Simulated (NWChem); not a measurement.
Isomers of C2H8O2Si, each optimised at B3LYP/6-31G* with NWChem, gas phase unless a solvent is named. Flexible species stand in one conformer each, which need not be the lowest. Pople sets run with spherical d functions. Relative energies count from the lowest isomer at each level and are electronic, without zero-point energy, on those geometries.

A: C([SiH2]O)CO
B: OC[C@@H](O)[SiH3]
C: [Si@@H](CO)(C)O
D: OCCO[SiH3]

Which isomer is lowest, and do the levels agree? Levels: B3LYP/6-31G*; PBE/def2-SVP; B3LYP/def2-SVP; Hartree-Fock/def2-SVP; PW6B95/def2-SVP; BLYP/def2-SVP; PBE0/def2-SVP.

All put C lowest.
```
quantity                                             A     B    C     D
-------------------------------------------------  ---  ----  ---  ----
relative energy, B3LYP/6-31G* (kcal/mol)           6.9  44.0  0.0  18.3
relative energy, PBE/def2-SVP (kcal/mol)           7.0  40.9  0.0  22.7
relative energy, B3LYP/def2-SVP (kcal/mol)         6.4  42.4  0.0  20.1
relative energy, Hartree-Fock/def2-SVP (kcal/mol)  4.8  43.7  0.0  17.0
relative energy, PW6B95/def2-SVP (kcal/mol)        7.0  43.2  0.0  22.0
relative energy, BLYP/def2-SVP (kcal/mol)          6.6  41.3  0.0  19.6
relative energy, PBE0/def2-SVP (kcal/mol)          6.7  42.3  0.0  22.9
```
